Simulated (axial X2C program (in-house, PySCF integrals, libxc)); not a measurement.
**Ω levels of TcBr from open-shell CI on d6 s0 p(π)0**

Calculated with an axial X2C code built on PySCF integrals: two-component X2C with atomic mean-field Coulomb and Gaunt terms, basis Tc dyall-v3z, Br dyall-v3z (cores contracted in-house). Orbitals come from Hartree–Fock averaged over the configuration Tc d6 s0 p(π)0; CI then distributes these electrons over the d, s, p(π) shells of Tc.

R = 2.528 Å (near the minimum of the configuration average).

Active spinors (ω > 0):

```json
{"shell": "d", "ω": "3/2", "ε (eV)": "-4.83", "character": "100% Tc d"}
{"shell": "d", "ω": "1/2", "ε (eV)": "-4.66", "character": "95% Tc d"}
{"shell": "d", "ω": "5/2", "ε (eV)": "-4.62", "character": "100% Tc d"}
{"shell": "d", "ω": "3/2", "ε (eV)": "-4.49", "character": "96% Tc d"}
{"shell": "d", "ω": "1/2", "ε (eV)": "-4.31", "character": "84% Tc d, 12% Tc s"}
{"shell": "s", "ω": "1/2", "ε (eV)": "2.72", "character": "76% Tc s, 20% Tc p"}
{"shell": "p(π)", "ω": "1/2", "ε (eV)": "1.00", "character": "97% Tc p"}
{"shell": "p(π)", "ω": "3/2", "ε (eV)": "1.02", "character": "97% Tc p"}
```

Lowest levels of this model:

| Ω | energy (cm⁻¹) | g∥ | μ (D) | configuration |
| --- | --- | --- | --- | --- |
| 4 | 0 | 11.99 | -6.88 | 100% d6 |
| 3 | 6 | 8.93 | -6.85 | 100% d6 |
| 2 | 32 | 5.99 | -6.89 | 100% d6 |
| 1 | 54 | 3.04 | -6.95 | 100% d6 |
| 0 | 62 | 0.00 | -6.98 | 100% d6 |
| 2 | 656 | 6.21 | -6.98 | 100% d6 |
| 1 | 713 | 2.40 | -6.91 | 100% d6 |
| 3 | 723 | 9.06 | -6.84 | 100% d6 |
| 0 | 766 | 0.00 | -6.84 | 100% d6 |
| 0 | 1102 | 0.00 | -6.92 | 100% d6 |
| 2 | 1151 | 5.80 | -6.88 | 100% d6 |
| 1 | 1199 | 3.56 | -6.85 | 100% d6 |
| 1 | 1432 | 3.01 | -6.88 | 100% d6 |
| 0 | 1451 | 0.00 | -6.86 | 100% d6 |
| 0 | 1573 | 0.00 | -6.88 | 100% d6 |
| 4 | 12785 | 9.94 | -6.67 | 100% d6 |
| 0 | 12811 | 0.00 | -6.84 | 100% d6 |
| 3 | 13189 | 7.97 | -6.86 | 100% d6 |
| 2 | 13380 | 5.65 | -6.81 | 100% d6 |
| 3 | 13511 | 6.02 | -6.69 | 100% d6 |
| 0 | 13660 | 0.00 | -6.86 | 100% d6 |
| 0 | 13829 | 0.00 | -6.79 | 100% d6 |
| 4 | 14836 | 9.34 | -6.99 | 100% d6 |
| 5 | 14961 | 11.93 | -6.89 | 100% d6 |
| 5 | 15656 | 10.65 | -6.90 | 100% d6 |
| 6 | 15658 | 13.98 | -6.82 | 100% d6 |
| 4 | 15706 | 8.11 | -7.01 | 100% d6 |
| 5 | 17191 | 11.41 | -6.94 | 100% d6 |
| 5 | 21593 | 10.03 | -6.82 | 100% d6 |
| 6 | 21981 | 12.03 | -7.03 | 100% d6 |

g∥ is the magnitude of 2⟨Lz + ge Sz⟩ for the +Ω component. μ is positive if the Br end is positive.

(1) From Ω and g∥ of the lowest level, whose 2⟨Lz + ge Sz⟩ is positive, find ⟨Sz⟩ and ⟨Lz⟩ (ge = 2.0023).

Occupations of the active spinors in the lowest level by ω, shell by shell in order of energy: -5/2: 0.00; -3/2: 0.94 0.06 0.00; -1/2: 0.93 0.07 0.00 0.00; 1/2: 0.13 0.87 0.00 0.00; 3/2: 1.00 1.00 0.00; 5/2: 1.00. The leading determinant has weight 0.75 among 419.

This point took 2.2 s on 1 thread of Arm Neoverse V1 (shared host).

Dynamic correlation is missing, so gaps between terms are too wide and other configurations may lie lower; the lowest level listed is that of this model, not necessarily the ground state. For d shells the ligand-field splittings (σ, π, δ) and their order can be off by a thousand cm⁻¹ or more. At most 4 roots were kept for each Ω > 0 (twice that for Ω = 0) within 3.2 eV of the lowest, so higher up levels can be missing between those listed; levels with Ω > 0 are doubly degenerate and listed once, Ω = 0 levels singly. Some active spinors are only partly of the character that their shell is named for, so the shell names and counts are nominal. States that fill the shells left empty in the average are placed too high.

Answers

(1) Ω = ⟨Lz⟩ + ⟨Sz⟩ = 4 and ⟨Lz⟩ + ge⟨Sz⟩ = 5.995, so ⟨Sz⟩ = 1.99 and ⟨Lz⟩ = 2.01.
